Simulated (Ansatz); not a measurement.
Species: AlH$_{2}$Cl, charge 0, singlet. AlH2Cl (SMILES [AlH2][Cl]).
B3LYP-D3(BJ)/def2-TZVP minimum from Ansatz (an electronic-structure program):
```
Al
H 1 1.5692
H 1 1.5692 2 124.90
Cl 1 2.1060 2 117.55 3 180.00
```

Hartree-Fock and CCSD correlation energies in hartree (Ansatz). Radicals and triplets start from unrestricted determinants; spin-orbit coupling is neglected. Cores are frozen in correlated methods. No relativity.

```
basis        X       E(HF)  E(corr, CCSD)
-----------  -  ----------  -------------
cc-pV(T+d)Z  3  -702.67554       -0.30278
cc-pV(Q+d)Z  4  -702.68202       -0.32620
cc-pV(5+d)Z  5  -702.68318       withheld
```

Q: Fit E(corr) = E∞ + A/X³ to X = 3 and 4, predict X = 5, and compare with the run.

A: A = (-0.30278 - (-0.32620))/(1/27 - 1/64) = 1.0938; E∞ = -0.32620 - A/64 = -0.34329; at X = 5, E∞ + A/125 = -0.33454. The run gave -0.33367, 0.87 mEh above the prediction. The same form on X = 4 and 5 gives E∞ = -0.34151, 1.78 mEh above the first estimate.
